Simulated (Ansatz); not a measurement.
`C=C[SiH2][AlH2]` + NH₃ → `C=C[SiH2]N` + `[AlH3]` at 400 K and 1 bar (cleavage of the Si–Al bond).

Isolated molecules relaxed with PBE0-D4/def2-TZVP in Ansatz; ΔE leaves out vibrations. CBS: MP2 limit from def2 TZ/QZ plus the TZ coupled-cluster correction, frozen cores. This one scheme is used for every species. Each species was taken in one conformer, which may not be the lowest.

| species | CCSD(T)/CBS energy (Eh) | H − E (kJ/mol) | S (J/(mol·K)) |
| --- | --- | --- | --- |
| `C=C[SiH2][AlH2]` | -611.35956 | 224.8 | 394.8 |
| NH₃ | -56.50880 | 104.2 | 203.1 |
| `C=C[SiH2]N` | -424.10479 | 254.9 | 358.0 |
| `[AlH3]` | -243.78045 | 63.6 | 220.9 |

H − E and S are ideal-gas, rigid-rotor, harmonic terms from PBE0-D4/def2-TZVP, for one conformer and one mirror image of each species. 1 Eh = 2625.50 kJ/mol, R = 8.31446 J/(mol·K).

By hand: ΔE, ΔH, ΔS and ΔG.

ΔE = (-424.10479) + (-243.78045) − (-611.35956) − (-56.50880) = -0.01688 Eh = -44.3 kJ/mol. Δ(H − E) = 254.9 + 63.6 − 224.8 − 104.2 = -10.5, so ΔH = -54.8 kJ/mol. ΔS = 358.0 + 220.9 − 394.8 − 203.1 = -19.0 J/(mol·K). ΔG = -54.8 − 400 × (-19.0)/1000 = -47.2 kJ/mol.

By hand: the equilibrium constant, and the temperature at which ΔG would vanish if ΔH and ΔS stayed fixed.

log₁₀ K = −ΔG/(RT ln 10) = 6.2. ΔG = 0 at ΔH/ΔS = 2884 K, far beyond where these terms or the molecules hold.

ΔH outweighs TΔS. A doubt of 5 kJ/mol in ΔE shifts log₁₀ K by 0.7 here. Other conformers and mirror images would add mixing entropy, several J/(mol·K) or more a flexible species. Modes under 60 cm⁻¹, often nearly free rotors, make the harmonic entropy too high. These are equilibria of isolated gas molecules and say nothing of rates. Largest T1 diagnostic: 0.012 (customary marks: 0.02 for closed shells, 0.045 for open ones).
